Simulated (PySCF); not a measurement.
Gas-phase reaction: WO3 + 2 WCl6 → 3 WOCl4, at 2500 K and a standard pressure of 1 bar. Level: B3LYP/def2-TZVP†.

Method: PySCF energies plus ideal-gas RRHO corrections (1 bar). † marks an energy on the PBE0/def2-TZVP geometry and frequencies. All species are closed-shell singlets. B3LYP is the form with VWN-RPA correlation. W: scalar-relativistic def2 core potential, no spin-orbit coupling. The harmonic model lacks anharmonicity and excited electronic states, which grow with temperature; levels with a mode under 35 cm⁻¹ are left out. Soft modes under 120 cm⁻¹ make the harmonic entropy rough for WCl6, WOCl4.

```csv
species,E (Ha),H(2500 K) − E (kJ/mol),S°(2500 K) (J/mol/K)
WO3,-292.96713,209.8,448.7
WCl6,-2828.72138,395.5,748.6
WOCl4,-1983.53430,333.7,660.9
```
E: electronic energy; H − E holds the zero-point and thermal terms. 1 Ha = 2625.5 kJ/mol.

Problem. Work out ΔH°, ΔS°, ΔG° and log10 K from these numbers.

Solution. 1. ΔE = 3×(-1983.53430) − 1×(-292.96713) − 2×(-2828.72138) = -0.19301 Ha = -506.7 kJ.
2. Δ(H − E) = 3×(333.7) − 1×(209.8) − 2×(395.5) = 0.3 kJ, so ΔH° = -506.4 kJ.
3. ΔS° = 3×(660.9) − 1×(448.7) − 2×(748.6) = 36.8 J/K; the number of gas molecules stays the same.
4. ΔG° = ΔH° − TΔS° = -506.4 − 2500×(36.8)/1000 = -598.4 kJ.
5. log10 K = −ΔG°/(RT ln 10) = 12.50, with RT ln 10 = 47.86 kJ/mol; at standard pressures the products are favoured.
6. A shift of 10 kJ in ΔE would move log10 K by 0.21 here.
For scale, ΔH°(298 K) is -505 kJ at this level, -544 kJ at ωB97M-V/def2-TZVP†, and runs from -653 to -363 kJ over the 17 levels computed.
